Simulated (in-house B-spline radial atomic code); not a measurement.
Ionisation energies along the 31-electron series, configuration [Ar] 3d10 4s2 4p1, as differences of self-consistent energies. NIST's values go from ground level to ground level; the uncertainty of those that are theory runs from under 0.1 % in few-electron ions to several per cent in heavy many-electron ones. Computed with a radial B-spline atomic code at the basis-set limit: non-relativistic Hartree-Fock, average of the configuration, point nuclei.

This level leaves out relativity, spin-orbit splitting included, which matters for heavy ions.

| ion | configuration after | ionisation energy (eV) | IE/(q+1)² (eV) | -ε less Coulomb ΔSCF (eV) | tabulated value (eV) | computed minus tabulated (eV) |
| --- | --- | --- | --- | --- | --- | --- |
| Pm30+ | [Ar] 3d10 4s2 | 1116.1 | 1.1614 | 0.27095 | 1158 | -41.9 |
| Sm31+ | [Ar] 3d10 4s2 | 1180.1 | 1.1525 | 0.27258 | 1226 | -45.9 |
| Eu32+ | [Ar] 3d10 4s2 | 1245.9 | 1.1441 | 0.27415 | 1296 | -50.1 |
| Gd33+ | [Ar] 3d10 4s2 | 1313.4 | 1.1361 | 0.27568 | 1368 | -54.6 |
| Tb34+ | [Ar] 3d10 4s2 | ? | ? | ? | ? | ? |
| Dy35+ | [Ar] 3d10 4s2 | 1453.5 | 1.1215 | 0.2786 | 1520 | -66.5 |
| Ho36+ | [Ar] 3d10 4s2 | ? | ? | ? | ? | ? |
| Er37+ | [Ar] 3d10 4s2 | 1600.4 | 1.1083 | 0.28135 | 1678 | -77.6 |
| Tm38+ | [Ar] 3d10 4s2 | 1676.4 | 1.1022 | 0.28267 | 1761 | -84.6 |
| Yb39+ | [Ar] 3d10 4s2 | 1754.1 | 1.0963 | 0.28395 | 1845 | -90.9 |
| Lu40+ | [Ar] 3d10 4s2 | 1833.6 | 1.0908 | 0.28519 | 1933 | -99.4 |
| Hf41+ | [Ar] 3d10 4s2 | 1914.7 | 1.0854 | 0.28639 | 2022 | -107.3 |
| Ta42+ | [Ar] 3d10 4s2 | 1997.6 | 1.0804 | 0.28757 | 2113 | -115.4 |
| W43+ | [Ar] 3d10 4s2 | 2082.1 | 1.0755 | 0.28871 | 2210 | -127.9 |
| Re44+ | [Ar] 3d10 4s2 | 2168.4 | 1.0708 | 0.28982 | 2302 | -133.6 |
| Os45+ | [Ar] 3d10 4s2 | 2256.4 | 1.0663 | 0.2909 | 2400 | -143.6 |
| Ir46+ | [Ar] 3d10 4s2 | ? | ? | ? | ? | ? |
| Pt47+ | [Ar] 3d10 4s2 | 2437.4 | 1.0579 | 0.29297 | 2603 | -165.6 |
| Au48+ | [Ar] 3d10 4s2 | 2530.5 | 1.0539 | 0.29397 | 2708 | -177.5 |

(1) Fill in the row of Tb34+.

(2) Fill in the row of Ho36+.

(3) Fill in the row of Ir46+.

Answers

(1) ionisation energy (eV): 1382.6; IE/(q+1)² (eV): 1.1286; -ε less Coulomb ΔSCF (eV): 0.27717; tabulated value (eV): 1443; computed minus tabulated (eV): -60.4.

(2) ionisation energy (eV): 1526.1; IE/(q+1)² (eV): 1.1147; -ε less Coulomb ΔSCF (eV): 0.28; tabulated value (eV): 1598; computed minus tabulated (eV): -71.9.

(3) ionisation energy (eV): 2346.0; IE/(q+1)² (eV): 1.062; -ε less Coulomb ΔSCF (eV): 0.29195; tabulated value (eV): 2500; computed minus tabulated (eV): -154.0.
